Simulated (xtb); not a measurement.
F$_{3}$Lu, singlet, at a GFN2-xTB geometry (such geometries of metal compounds can be far from the true shape); GFN1-xTB in xtb.

The xtb input:
```
$ xtb mol.xyz --gfn 1 --etemp 5000 --json

# file mol.xyz
4

Lu     0.00000000    -0.00000000     0.00000000
F     -1.59775730    -0.97463938     0.04652633
F      0.01247464     1.74527346    -0.67733296
F      1.58528266    -0.77063408     0.63080664
```

Q: Predict the main parts of the log of this xtb run.

A: 
```
   ID    Z sym.   atoms
    1   71 Lu     1
    2    9 F      2-4

           -------------------------------------------------
          |                Calculation Setup                |
           -------------------------------------------------

           -------------------------------------------------
          |                 G F N 1 - x T B                 |
           -------------------------------------------------

          ...................................................
          :                      SETUP                      :
          :.................................................:
          :  # basis functions                  22          :
          :  # atomic orbitals                  21          :
          :  # shells                            9          :
          :  # electrons                        24          :
          :  # halogen bonds                     0          :
          :  max. iterations                   250          :
          :  Hamiltonian                  GFN1-xTB          :
          :  restarted?                      false          :
          :  GBSA solvation                  false          :
          :  PC potential                    false          :
          :  electronic temp.         5000.0000000     K    :
          :  accuracy                    1.0000000          :
          :  -> integral cutoff          0.2500000E+02      :
          :  -> integral neglect         0.1000000E-07      :
          :  -> SCF convergence          0.1000000E-05 Eh   :
          :  -> wf. convergence          0.2000000E-04 e    :
          :  Broyden damping             0.4000000          :
          :  net charge                          0          :
          :  unpaired electrons                  0          :
          ...................................................

 iter      E             dE          RMSdq      gap      omega  full diag
   1    -15.2803338 -0.152803E+02  0.162E+01    0.86       0.0  T
   2    -15.9342635 -0.653930E+00  0.117E+01   12.72       1.0  T
   3    -16.1754121 -0.241149E+00  0.849E+00    9.41       1.0  T
   4    -15.1755096  0.999903E+00  0.200E+01    0.60       1.0  T
   5    -16.3970496 -0.122154E+01  0.494E+00    6.29       1.0  T
   6    -16.2689784  0.128071E+00  0.616E+00    8.14       1.0  T
   7    -16.4019928 -0.133014E+00  0.455E+00    6.21       1.0  T
   8    -16.4313238 -0.293310E-01  0.390E+00    5.73       1.0  T
   9    -16.4774929 -0.461691E-01  0.269E+00    4.87       1.0  T
  10    -16.4807865 -0.329367E-02  0.255E+00    4.79       1.0  T
  11    -16.5007564 -0.199698E-01  0.103E+00    4.24       1.0  T
  12    -16.5070522 -0.629584E-02  0.141E-01    3.72       1.0  T
  13    -16.5072391 -0.186951E-03  0.654E-02    3.82       1.0  T
  14    -16.5072690 -0.298493E-04  0.524E-03    3.79       9.5  T
  15    -16.5072691 -0.151360E-06  0.278E-03    3.79      18.0  T
  16    -16.5072692 -0.678812E-07  0.374E-04    3.79     133.7  T
  17    -16.5072692 -0.113935E-08  0.472E-06    3.79   10603.8  T
  18    -16.5072692 -0.188294E-12  0.233E-08    3.79  100000.0  T

   *** convergence criteria satisfied after 18 iterations ***

         :::::::::::::::::::::::::::::::::::::::::::::::::::::
         ::                     SUMMARY                     ::
         :::::::::::::::::::::::::::::::::::::::::::::::::::::
         :: total energy             -16.491132827738 Eh    ::
         :: gradient norm              0.010528311501 Eh/a0 ::
         :: HOMO-LUMO gap              3.788312788633 eV    ::
         ::.................................................::
         :: SCC energy               -16.507269218915 Eh    ::
         :: -> electrostatic           0.196526384317 Eh    ::
         :: repulsion energy           0.016691184308 Eh    ::
         :: dispersion energy         -0.000554793131 Eh    ::
         :: halogen bond corr.         0.000000000000 Eh    ::
         :: add. restraining           0.000000000000 Eh    ::
         :: total charge               0.000000000001 e     ::
         :::::::::::::::::::::::::::::::::::::::::::::::::::::

           -------------------------------------------------
          |                Property Printout                |
           -------------------------------------------------

    * Orbital Energies and Occupations

         #    Occupation            Energy/Eh            Energy/eV
      -------------------------------------------------------------
         1        2.0000           -0.8357014             -22.7406
         2        2.0000           -0.8174357             -22.2436
         3        2.0000           -0.8174357             -22.2436
         4        1.9965           -0.5238138             -14.2537
         5        1.9960           -0.5220568             -14.2059
         6        1.9902           -0.5076566             -13.8140
         7        1.9902           -0.5076566             -13.8140
         8        1.9854           -0.5012688             -13.6402
         9        1.9854           -0.5012688             -13.6402
        10        1.9853           -0.5012354             -13.6393
        11        1.9853           -0.5012354             -13.6393
        12        1.9847           -0.5005711             -13.6212 (HOMO)
        13        0.0387           -0.3613531              -9.8329 (LUMO)
        14        0.0242           -0.3537894              -9.6271
        15        0.0242           -0.3537894              -9.6271
        16        0.0070           -0.3339933              -9.0884
        17        0.0070           -0.3339933              -9.0884
        18        0.0000           -0.1699812              -4.6254
        19                         -0.1108335              -3.0159
        20                          0.0771356               2.0990
        21                          0.0771356               2.0990
      -------------------------------------------------------------
                  HL-Gap            0.1392179 Eh            3.7883 eV
             Fermi-level           -0.4235189 Eh          -11.5245 eV

  Mulliken/CM5 charges         n(s)   n(p)   n(d)
     1Lu    1.33895  1.93938   0.582  0.854  0.225
     2F    -0.44632 -0.64646   1.711  5.735  0.000
     3F    -0.44632 -0.64646   1.711  5.735  0.000
     4F    -0.44632 -0.64646   1.711  5.735  0.000

Wiberg/Mayer (AO) data.
largest (>0.10) Wiberg bond orders for each atom

 ---------------------------------------------------------------------------
     #   Z sym  total        # sym  WBO       # sym  WBO       # sym  WBO
 ---------------------------------------------------------------------------
     1  71 Lu   2.537 --     3 F    0.846     2 F    0.846     4 F    0.846
     2   9 F    0.917 --     1 Lu   0.846
     3   9 F    0.917 --     1 Lu   0.846
     4   9 F    0.917 --     1 Lu   0.846
 ---------------------------------------------------------------------------

Topologies differ in total number of bonds
Writing topology from bond orders to xtbtopo.mol

 dipole moment from electron density (au)
     X       Y       Z
   0.0000  -0.0000  -0.0000  total (Debye):    0.000

           -------------------------------------------------
          | TOTAL ENERGY              -16.491132827738 Eh   |
          | GRADIENT NORM               0.010528311501 Eh/α |
          | HOMO-LUMO GAP               3.788312788633 eV   |
           -------------------------------------------------

normal termination of xtb
```
